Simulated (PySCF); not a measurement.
Ag(2+) (silver, charge +2) across methods

[Kr] 4d8 5p1, one real determinant (an excited configuration). Computed with PySCF 2.14 in def2-TZVPPD with the def2 core potential (28 electrons), with a scalar-relativistic core potential.

```csv
method,E (hartree),mean ε 4d α (eV),mean ε 4d β (eV),mean ε 5p α (eV),Σ⟨r²⟩ (bohr²),⟨S²⟩
UHF,-144.63925,-43.658,-41.546,-18.933,34.22,3.753
r2SCAN,-145.4029,-35.746,-34.102,-17.072,33.71,3.751
r2SCANh,-145.3910,-36.633,-34.955,-17.312,33.73,3.751
PBE0,-145.3487,-37.576,-35.922,-17.568,33.85,3.751
PBE,-145.3502,-35.211,-33.689,-16.936,33.85,3.751
LDA,-145.0382,-35.368,-33.730,-17.061,33.88,3.750
BLYP,-145.3161,-35.017,-33.620,-16.813,33.87,3.751
MN15,-145.0085,-38.092,-36.518,-17.977,34.05,3.751
revPBE,-145.4102,-35.154,-33.657,-16.900,33.86,3.751
```

⟨L²⟩ = 14.05 against 20 for a pure G term, so this real determinant mixes terms. Energies and moments cover only the electrons outside the core potential.
